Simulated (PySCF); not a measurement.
# SMILES Cc1ccccc1S, C$_{7}$H$_{8}$S

Molfile (atoms numbered from 1):
```
C7H8S
     RDKit          3D

 16 16  0  0  0  0  0  0  0  0999 V2000
   -1.9148   -0.9619   -0.1612 C   0  0  0  0  0  0  0  0  0  0  0  0
   -0.5187   -0.4300   -0.0544 C   0  0  0  0  0  0  0  0  0  0  0  0
    0.5807   -1.2479   -0.3366 C   0  0  0  0  0  0  0  0  0  0  0  0
    1.8897   -0.7884   -0.2149 C   0  0  0  0  0  0  0  0  0  0  0  0
    2.1248    0.5234    0.1891 C   0  0  0  0  0  0  0  0  0  0  0  0
    1.0494    1.3653    0.4552 C   0  0  0  0  0  0  0  0  0  0  0  0
   -0.2646    0.8993    0.3390 C   0  0  0  0  0  0  0  0  0  0  0  0
   -1.5589    2.0240    0.7961 S   0  0  0  0  0  0  0  0  0  0  0  0
   -2.4771   -0.7801    0.7690 H   0  0  0  0  0  0  0  0  0  0  0  0
   -1.9123   -2.0410   -0.3657 H   0  0  0  0  0  0  0  0  0  0  0  0
   -2.4779   -0.4739   -0.9758 H   0  0  0  0  0  0  0  0  0  0  0  0
    0.3974   -2.2797   -0.6488 H   0  0  0  0  0  0  0  0  0  0  0  0
    2.7250   -1.4568   -0.4356 H   0  0  0  0  0  0  0  0  0  0  0  0
    3.1457    0.8995    0.2868 H   0  0  0  0  0  0  0  0  0  0  0  0
    1.2215    2.4034    0.7494 H   0  0  0  0  0  0  0  0  0  0  0  0
   -2.4655    1.6383   -0.1262 H   0  0  0  0  0  0  0  0  0  0  0  0
  1  2  1  0
  2  3  2  0
  3  4  1  0
  4  5  2  0
  5  6  1  0
  6  7  2  0
  7  8  1  0
  7  2  1  0
  1  9  1  0
  1 10  1  0
  1 11  1  0
  3 12  1  0
  4 13  1  0
  5 14  1  0
  6 15  1  0
  8 16  1  0
M  END
```

Method: TDDFT CAM-B3LYP/aug-cc-pVDZ excited states, vertical, gas phase in PySCF. Geometry: PBE0-D3(BJ)/def2-SVP.

Q: Give the one- and two-photon strengths of the lowest singlets.

A: δ for parallel linear polarisation; σ at the peak of a Lorentzian of half width 0.1 eV, single beam; Ω is circular over linear.
| state | E (eV) | f | photon λ (nm) | δ (au) | σ (GM) | Ω | main |
| --- | --- | --- | --- | --- | --- | --- | --- |
| S1 | 5.08 | 0.005 | 488 | 18.5 | 0.17 | 1.50 | HOMO→LUMO+3 0.47, HOMO−1→LUMO+2 0.22 |
| S2 | 5.28 | 0.078 | 470 | 32.2 | 0.33 | 1.50 | HOMO→LUMO 0.36, HOMO→LUMO+2 0.34 |
| S3 | 5.53 | 0.078 | 448 | 122 | 1.36 | 0.86 | HOMO→LUMO+2 0.38, HOMO→LUMO 0.22 |
| S4 | 5.80 | 0.007 | 428 | 107 | 1.31 | 1.45 | HOMO→LUMO+1 0.35, HOMO→LUMO+8 0.14 |
| S5 | 6.11 | 0.023 | 406 | 41.3 | 0.56 | 1.28 | HOMO→LUMO+1 0.35, HOMO→LUMO 0.20 |
| S6 | 6.28 | 0.143 | 395 | 19.4 | 0.28 | 1.33 | HOMO−1→LUMO 0.25, HOMO→LUMO+4 0.22 |
